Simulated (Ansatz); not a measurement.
```yaml
crystal:
  periodic: [false, false, false]
  atoms:
    - {symbol: F, position_ang: [1.140872, -1.572131, 2.057147]}
    - {symbol: C, position_ang: [-0.105636, -1.377133, 1.569452]}
    - {symbol: F, position_ang: [-0.519284, -2.494143, 0.990402]}
    - {symbol: C, position_ang: [0.080900, -0.587786, 0.161306]}
    - {symbol: C, position_ang: [-0.097517, 0.366463, -0.489656]}
    - {symbol: C, position_ang: [-0.020221, 1.433946, -1.524982]}
    - {symbol: F, position_ang: [-1.209870, 1.309959, -2.394080]}
    - {symbol: F, position_ang: [0.298796, 2.873416, -0.986950]}
    - {symbol: H, position_ang: [-0.803553, -1.105166, 2.378195]}
    - {symbol: H, position_ang: [0.580762, 1.176082, -2.261082]}
basis:
  gaussian: {orbitals: def2-TZVP}
total_charge: -3
magnetization: {spin_polarized: true, initial_magnetization: 1}
hamiltonian: {xc: {name: r2SCANh}, dispersion: d3bjatm}
scf: {lower_state_search: light}
output: {forces: true}
```

```sh
$ ansatz run in.yaml --threads 4 --pin off --events-out ev --progress --plain --max-ram 11315MiB
```

It prints (some lines left out):

```
Functional definition: r2SCANh
  name "r2SCANh"
  cite "Bursch, Neugebauer, Ehlert & Grimme, J. Chem. Phys. 156, 134105 (2022) doi:10.1063/5.0086040"
  cite "Furness, Kaplan, Ning, Perdew & Sun, J. Phys. Chem. Lett. 11, 8208 (2020) doi:10.1021/acs.jpclett.0c02405"
  cite "Furness, Kaplan, Ning, Perdew & Sun, J. Phys. Chem. Lett. 11, 9248 (2020) doi:10.1021/acs.jpclett.0c03077"
  parent r2scan
  parameter a = 0.1
  parameter k0 = 0.174
  parameter k1 = 0.065
  parameter a1 = 4.9479
  exchange = (1 - a)*r2scan_x(k0 = k0, k1 = k1, a1 = a1) + a*exact_x
  correlation = r2scan_c
1432 factors; their error is unknown
mean field evaluation 1: about -15006.1175 eV, gradient 7.1e1 eV
mean field evaluation 2: about -14910.8096 eV, gradient 1.6e2 eV
mean field evaluation 4: about -15020.7072 eV, gradient 2.7e1 eV
mean field evaluation 8: about -15024.9224 eV, gradient 9.8e-1 eV
mean field evaluation 16: about -15024.9511 eV, gradient 8.8e-2 eV
mean field evaluation 32: about -15024.9513 eV, gradient 3.2e-4 eV
a density is far from that of the atoms, so the factors are made again for it
1870 factors; integrals over basis functions are off by at most 8.6e-4 eV
mean field -15024.95143495 eV, -552.1567809565 hartree, gradient 2.1e-5 eV, S^2 1.105282; 0 other end points of the search recorded, 0 dependent functions left out
the calculation of the forces begins
reference -15024.95144568 eV, -552.1567813507 hartree; 33, 32 occupied and 227, 228 virtual orbitals, 1870 factors
Total energy: -15024.99955446 eV, -552.1585493160 hartree
Atom 0 at     1.140872    -1.572131     2.057147 Å, force     1.640969    -0.677291     1.235306 eV/Å
Atom 1 at    -0.105636    -1.377133     1.569452 Å, force    -0.044917     4.492504    -4.709715 eV/Å
Atom 2 at    -0.519284    -2.494143     0.990402 Å, force    -1.444619    -4.237109     0.559798 eV/Å
Atom 3 at     0.080900    -0.587786     0.161306 Å, force     3.173348    -9.069604     6.826210 eV/Å
Atom 4 at    -0.097517     0.366463    -0.489656 Å, force    -2.615836    12.624256    -7.236020 eV/Å
Atom 5 at    -0.020221     1.433946    -1.524982 Å, force    -4.190739    -4.969109     5.825096 eV/Å
Atom 6 at    -1.209870     1.309959    -2.394080 Å, force    -1.289316     0.338203    -0.154292 eV/Å
Atom 7 at     0.298796     2.873416    -0.986950 Å, force     0.670186     1.544563     0.297577 eV/Å
Atom 8 at    -0.803553    -1.105166     2.378195 Å, force    -0.897268    -0.176713     1.768543 eV/Å
Atom 9 at     0.580762     1.176082    -2.261082 Å, force     4.998193     0.130301    -4.412503 eV/Å
Dipole moment:     0.252031    -0.441201    -0.126335 e Å
```

In this input the charge is far from anything that the molecule holds. Self-consistency was reached. The result belongs to that input, not to the molecule as meant.
